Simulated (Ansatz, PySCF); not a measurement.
Gas-phase reaction (SMILES): Nc1ccsc1 [thiophen-3-amine] -> Nc1[c]scc1 + H atom; the C-H bond at the site shown breaks (other sites are not compared here).

Each molecule is optimised on its own at B3LYP-D3(BJ)/def2-TZVP (Ansatz, an electronic-structure program), one conformer each, not searched for the lowest. Valence correlation only, unless marked. UHF or UKS for open shells. Spin-orbit coupling is left out. Non-relativistic. CBS marks a two-point X^-3 extrapolation of the correlation energy; Hartree-Fock from the larger set. Unstable Hartree-Fock reference: Nc1ccsc1. Markedly spin-contaminated UHF reference, which strains HF, MP2 and, less, CCSD(T): Nc1[c]scc1. Thermal terms are rigid-rotor harmonic-oscillator values from B3LYP-D3(BJ) frequencies (PySCF) at 298.15 K and 1 atm. 1 Eh = 627.5095 kcal/mol. Atoms have translation alone. Electronic entropy comes from spin alone.

```tsv
species	E, CCSD(T)/CBS(cc-pV(T+d)Z,cc-pV(Q+d)Z) (Ansatz) (Eh)	E, B3LYP-D3(BJ)/def2-TZVPD (Ansatz + dftd3) (Eh)	H - E (Eh)	G - E (Eh)
Nc1ccsc1	-607.66409	-608.49654	0.08979	0.05427
Nc1[c]scc1	-606.96473	-607.80088	0.07667	0.04028
H atom	-0.49995	-0.50215	0.00236	-0.01065
```

### Question
Work out ΔE and ΔH, ΔG, ΔS and the equilibrium constant at 298.15 K at the first level, then ΔH at the second.

### Answer

1. ΔE = [(-606.96473) + (-0.49995)] - [(-607.66409)] = 0.19941 Eh = 125.1 kcal/mol at CCSD(T)/CBS(cc-pV(T+d)Z,cc-pV(Q+d)Z).
2. The terms H - E add up to -0.01076 Eh, so ΔH = (0.19941 + (-0.01076))×627.5095 = 118.4 kcal/mol.
3. The terms G - E add up to -0.02464 Eh, so ΔG = 109.7 kcal/mol, and ΔS = (-0.01076 - (-0.02464))×627509.5/298.15 = 29.2 cal/(mol K).
4. log10 K = -ΔG/(RT ln 10) = -80.4, with RT ln 10 = 1.3642 kcal/mol.
5. At B3LYP-D3(BJ)/def2-TZVPD the same steps give ΔE = 121.4 and ΔH = 114.7 kcal/mol, a shift of -3.7 from the first level.
6. These values are not checked against measurement here, since the tables used lack a sound gas-phase enthalpy of formation for at least one species.
